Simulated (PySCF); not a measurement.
Computed structure and properties of SmF3(H2O)

System: SmF3(H2O) (singlet in the valence; each metal's 4f electrons, 5 of them, lie in its core potential, out of spins and levels); start: template (Cs). Method: PySCF 2.14.0, RKS TPSS, Sm lcecp-1-SVP with ECP51, F def2-SVP, O def2-SVP, H def2-SVP; non-relativistic Hamiltonian with scalar-relativistic core potentials where named; density fitting; no spin-orbit coupling.

Input of the relaxation:

```python
mol = gto.M(atom='''
Sm     0.01448    -0.01448     0.01448
F      1.24458     1.21562     1.24458
F     -1.21562    -1.24458     1.24458
F      1.24458    -1.24458    -1.21562
O     -1.42742     1.42742    -1.42742
H     -1.76812     2.31252    -1.22362
H     -1.76812     1.22362    -2.31252''',
    basis={'Sm': 'lcecp-1-SVP', 'F': 'def2-SVP', 'O': 'def2-SVP', 'H': 'def2-SVP'},
    ecp={'Sm': 'lcecp-1-SVP'},
    charge=0, spin=0)
mf = dft.RKS(mol, xc='TPSS')
mf.grids.atom_grid = (50, 194)  # f atoms: unpruned, at least (60, 302)
mf = mf.density_fit()  # fitting sets: Sm AutoAux, F def2-universal-JKFIT, O def2-universal-JKFIT, H def2-universal-JKFIT
mf.conv_tol = 1e-08; mf.max_cycle = 55
mf.kernel(dm0)  # dm0: converged density of the start geometry
# quasi-Newton relaxation in Cartesian coordinates to a largest gradient under 0.00045 Eh/bohr, steps kept in the point group
```

Run from Python with OMP_NUM_THREADS=2; the lines above give its settings. Where DIIS fails, smearing, a level shift and second-order steps follow.
It took 50 s on 2 threads of Arm Neoverse V1 (shared host), from the converged density of the start.

Course of the relaxation:

```
step  energy above end (eV)  largest force component within the symmetry (eV/Å)
   0                 0.1675                                               0.933
   1                 0.0643                                               0.445
   2                 0.0359                                               0.175
   3                 0.0169                                               0.180
   4                 0.0021                                               0.084
   5                 0.0012                                               0.057
   6                 0.0005                                               0.031
   7                 0.0001                                               0.007
   8                 0.0000                                               0.007
   9                 0.0000                                               0.004
```

Relaxed geometry (Cs):

```xyz
7

Sm    0.0881   -0.0872    0.0872
F     1.1360    1.3545    1.1682
F    -1.3187   -1.1718    1.1718
F     1.1360   -1.1682   -1.3545
O    -1.3388    1.3616   -1.3616
H    -1.6891    2.2446   -1.1422
H    -1.6891    1.1422   -2.2446
```

```tsv
contact	Å
Sm1–F2 (F)	2.085
Sm1–F3 (F)	2.081
Sm1–F4 (F)	2.085
Sm1–O5 (H2O)	2.497
```

On the finer grid (75, 302):

| Property | Result |
| --- | --- |
| HOMO | -7.45 eV |
| LUMO | -1.76 eV |
| Dipole about the centre of mass | 6.92 D |
| Set of Mulliken populations of Sm1 outside the core potential | s 2.13, p 6.31, d 1.35, f 0.10 |
| D3(BJ) dispersion energy (not in the energies) | -0.118 eV |

| atom | Mulliken (e) | Löwdin (e) | spin (e) |
| --- | --- | --- | --- |
| Sm1 | 1.10 | 0.66 | 0.00 |
| F2 | -0.43 | -0.31 | 0.00 |
| F3 | -0.42 | -0.31 | 0.00 |
| F4 | -0.43 | -0.31 | 0.00 |
| O5 | -0.28 | -0.01 | 0.00 |
| H6 | 0.23 | 0.14 | 0.00 |
| H7 | 0.23 | 0.14 | 0.00 |

The 4f levels lie in the core potential and are missing. Their spin isn't counted.

No frequency check is given here. The steps kept the symmetry Cs of the start, so a lower state may lie off it.

Taking off one F (charge -1, singlet; the rest: singlet) in vacuum, both parts rigid, costs 11.02 eV; the small basis without counterpoise inflates it. Most of it is the attraction of opposite charges; other ways to part are cheaper, and one spin state was tried for the rest.

Rigid scan of F along the line from its metal, all other atoms held (where the atom bridges, its other bond changes as well):

```json
{"distance to F2 (Å)": "1.78", "energy (eV)": "1.300"}
{"distance to F2 (Å)": "1.88", "energy (eV)": "0.493"}
{"distance to F2 (Å)": "1.98", "energy (eV)": "0.106"}
{"distance to F2 (Å)": "2.08", "energy (eV)": "0.000"}
{"distance to F2 (Å)": "2.18", "energy (eV)": "0.080"}
{"distance to F2 (Å)": "2.28", "energy (eV)": "0.279"}
{"distance to F2 (Å)": "2.48", "energy (eV)": "0.864"}
{"distance to F2 (Å)": "2.78", "energy (eV)": "1.872"}
{"distance to F2 (Å)": "3.18", "energy (eV)": "3.094"}
{"distance to F2 (Å)": "3.68", "energy (eV)": "4.229"}
```

Taking off one H2O (charge 0, singlet; the rest: singlet) in vacuum, both parts rigid, costs 1.26 eV; the small basis without counterpoise inflates it.

Rigid scan of H2O along the line from its metal, all other atoms held (where the atom bridges, its other bond changes as well):

```json
{"distance to O5 (Å)": "2.20", "energy (eV)": "0.343"}
{"distance to O5 (Å)": "2.30", "energy (eV)": "0.129"}
{"distance to O5 (Å)": "2.40", "energy (eV)": "0.028"}
{"distance to O5 (Å)": "2.50", "energy (eV)": "0.000"}
{"distance to O5 (Å)": "2.60", "energy (eV)": "0.020"}
{"distance to O5 (Å)": "2.70", "energy (eV)": "0.068"}
{"distance to O5 (Å)": "2.90", "energy (eV)": "0.204"}
{"distance to O5 (Å)": "3.20", "energy (eV)": "0.420"}
{"distance to O5 (Å)": "3.60", "energy (eV)": "0.657"}
{"distance to O5 (Å)": "4.10", "energy (eV)": "0.863"}
```

One start shape was tried, so this needn't be the lowest isomer.

An lcecp potential fixes the number of 4f electrons, so in runs with it no electron can move into or out of that shell.
